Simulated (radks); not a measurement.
Excited configurations of Te: one electron is placed in a higher orbital outside [Kr] 4d10 5s2 5p3. The ground configuration is [Kr] 4d10 5s2 5p4. All-electron calculation, Dirac Kohn-Sham, LDA (Slater exchange, Perdew-Wang correlation), spin-unpolarised, spherical densities, point nucleus; open shells fill j = l - 1/2 first. Program: a radial shooting solver on a logarithmic mesh with Libxc functionals. Excitation = E - E(ground); binding = E(ion) - E, where the ion is the core of charge +1; n* = 1/sqrt(2 binding) in atomic units, and the quantum defect is n - n*.

| outer orbital | excitation (eV) | binding (eV) | n* | quantum defect | eigenvalue (eV) | <r> (bohr) |
|---|---|---|---|---|---|---|
| 4f5/2 | 8.606 | 0.916 | 3.854 | 0.146 | -0.438 | 17.33 |
| 5d3/2 | 7.451 | 2.071 | 2.563 | 2.437 | -0.675 | 7.240 |
| 5f5/2 | 8.887 | 0.635 | 4.630 | 0.370 | -0.369 | 29.24 |
| 6s1/2 | 6.006 | 3.516 | 1.967 | 4.033 | -1.980 | 6.266 |
| 6p1/2 | 7.172 | 2.350 | 2.406 | 3.594 | -1.256 | 8.296 |
| 6d3/2 | 8.289 | 1.233 | 3.322 | 2.678 | -0.664 | 15.00 |
| 6f5/2 | 9.062 | 0.460 | 5.436 | 0.564 | -0.290 | 43.76 |
| 7p1/2 | 8.259 | 1.263 | 3.282 | 3.718 | -0.756 | 16.56 |
| 7d3/2 | 8.740 | 0.782 | 4.171 | 2.829 | -0.476 | 25.90 |
| 7f5/2 | 9.174 | 0.348 | 6.254 | 0.746 | -0.229 | 60.91 |

The Delta-SCF ionisation energy is 9.522 eV (NIST Atomic Spectra Database: 9.010 eV, measured). Self-interaction in the functional shifts the binding energies and quantum defects, so they are the method's values and not measured ones. Spin polarisation and multiplet splitting are left out, so open shells lie too high by an amount that depends on their filling.

Beside tabulated values, note that spin-unpolarised runs miss the spin-polarisation part of the exchange energy of open shells.
